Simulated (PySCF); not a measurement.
**r2SCAN on In²⁺ (indium, charge +2)**

Configuration: [Kr] 4d10 5d1, 2D determinant (an excited configuration). All numbers are calculated (PySCF 2.14, a scalar-relativistic core potential, in aug-cc-pVQZ-PP with ECP28MDF).

```
Total energy                                                  : -188.7043 hartree
One-electron energy                                           : -318.0555 hartree
Hartree (Coulomb) energy                                      : 145.5751 hartree
Exchange-correlation energy                                   : -16.2240 hartree
⟨S²⟩                                                          : 0.7500
⟨L²⟩                                                          : 6.012
Sum of ⟨r⟩                                                    : 23.11 bohr
Sum of ⟨r²⟩                                                   : 42.31 bohr²
Traceless quadrupole moment −½Σ⟨3z² − r²⟩ along its main axis : 5.68 e·bohr²
```

```
shell  electrons  mean orbital energy (hartree)  spread (hartree)  rms radius, mean of both spins (bohr)
 4s α          1                       -5.41710                 0                                  0.908
 4s β          1                       -5.41516                 0                                  0.908
 4p α          3                       -3.82013           0.00509                                  0.991
 4p β          3                       -3.81845           0.00661                                  0.991
 4d α          5                       -1.50214           0.00648                                   1.25
 4d β          5                       -1.50078           0.00843                                   1.25
 5d α          1                       -0.39139                 0                                   4.37
```

Energies and moments cover only the electrons outside the core potential. The outer electron is Rydberg-like, and this basis confines it to a smaller radius and binds it less than a complete one would.
